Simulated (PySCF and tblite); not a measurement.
Results of a calculation; reference values are marked as such.
Stationary points of CH4BF3N2S at GFN2-xTB, in Å:

Structure A

```
 1 N    -0.890   -0.813    0.597
 2 B    -0.756    0.357   -0.147
 3 N    -1.845    1.144   -0.522
 4 S     0.898    0.996   -0.720
 5 C     2.029   -0.246   -0.060
 6 F     1.789   -1.482   -0.531
 7 F     3.288    0.044   -0.372
 8 F     1.975   -0.352    1.278
 9 H    -0.148   -1.419    0.894
10 H    -1.791   -1.139    0.897
11 H    -1.753    1.988   -1.057
12 H    -2.795    0.923   -0.285
```

Structure B

```
 1 N    -1.112   -0.576    1.288
 2 B    -0.718    0.345    0.328
 3 N    -1.442    0.694   -0.803
 4 S     0.971    1.174    0.565
 5 C     1.878   -0.082   -0.354
 6 F     1.461   -0.198   -1.626
 7 F     3.180    0.190   -0.399
 8 F     1.756   -1.308    0.182
 9 H    -0.550   -0.808    2.088
10 H    -1.975   -1.089    1.248
11 H    -1.114    1.359   -1.480
12 H    -2.335    0.298   -1.038
```

Geometries: GFN2-xTB; energies: PBE0/pcSseg-1 + D3(BJ); zero-point and thermal terms from GFN2-xTB harmonic modes (soft modes blended into free rotors).

Task: Which structure is a saddle point, and along which motion?

Result: B: one imaginary mode (36i cm⁻¹ at GFN2-xTB, mostly on N1, N3, F8), along the rotation about the B2–S4 bond (torsion N1–B2–S4–C5 from 0° to 180°, rising).

Task: Give their symmetry and energies above the lowest.

Result: A Cs, 0.0 kcal/mol; B Cs, 2.0 kcal/mol.
